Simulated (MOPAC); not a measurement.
MOPAC input (PM6):

```
PM6 1SCF UHF MS=0.5 GEO-OK AUX(PRECISION=9) THREADS=1
FS

S    -0.00000000 1   -0.00000000 1   -0.57933392 1
F     0.00000000 1    0.00000000 1    1.02992697 1
```

Q: What heat of formation does the run end on, and which ionisation energy by Koopmans theorem?

A: -5.72 kcal/mol; 9.51 eV.
